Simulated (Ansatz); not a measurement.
H$_{2}$S beside AsH$_{3}$: one fragment in the basis of the whole pair (the partner's atoms are ghosts).

The input file, in.yaml:

```yaml
crystal:
  periodic: [false, false, false]
  atoms:
    - {symbol: As, position_ang: [-0.464199, 0.451451, 1.259746]}
    - {symbol: H, position_ang: [1.041751, 0.579969, 1.414642]}
    - {symbol: H, position_ang: [-0.686327, 0.482814, 2.767301]}
    - {symbol: H, position_ang: [-0.393367, -1.066689, 1.240252]}
basis:
  gaussian:
    orbitals: "def2-TZVPPD.json"
    ghost_atoms:
      - {symbol: S, position_ang: [0.775454, -0.270973, -2.240818]}
      - {symbol: H, position_ang: [-0.327370, -1.032651, -2.296365]}
      - {symbol: H, position_ang: [0.054158, 0.856079, -2.144758]}
hamiltonian: {xc: pbe0, dispersion: d4}
```

The basis file named in the input lies beside it (Basis Set Exchange, JSON).

Launched with

```bash
ansatz run in.yaml --threads 2 --pin off --events-out ev --progress --plain --max-ram 5222MiB
```

The run's output (Ansatz 0.2.0):

```
Functional definition: PBE0
  name "PBE0"
  cite "Adamo & Barone, J. Chem. Phys. 110, 6158 (1999) doi:10.1063/1.478522"
  cite "Perdew, Burke & Ernzerhof, Phys. Rev. Lett. 77, 3865 (1996) doi:10.1103/PhysRevLett.77.3865"
  parent pbe
  parameter a = 0.25
  parameter kappa = 0.804
  parameter beta = 0.06672455060314922
  exchange = (1 - a)*pbe_x(kappa = kappa, mu = beta*pi^2/3) + a*exact_x
  correlation = pbe_c(beta = beta)
1033 factors; their error is unknown
mean field evaluation 1: about -60881.9379 eV, gradient 1.1e1 eV
mean field evaluation 2: about -60882.0961 eV, gradient 6.0e0 eV
mean field evaluation 4: about -60882.1398 eV, gradient 3.4e-1 eV
mean field evaluation 8: about -60882.3791 eV, gradient 1.6e-2 eV
mean field -60882.37906203 eV, -2237.3861629710 hartree, gradient 4.2e-5 eV, S^2 0.000000; 0 other end points of the search recorded, 0 dependent functions left out
reference -60882.37909605 eV, -2237.3861642213 hartree; 18, 18 occupied and 172, 172 virtual orbitals, 1033 factors
Total energy: -60882.40617088 eV, -2237.3871592026 hartree
```

The run took about 1.9 s on 2 CPU threads of an Arm Neoverse V2 (shared host).
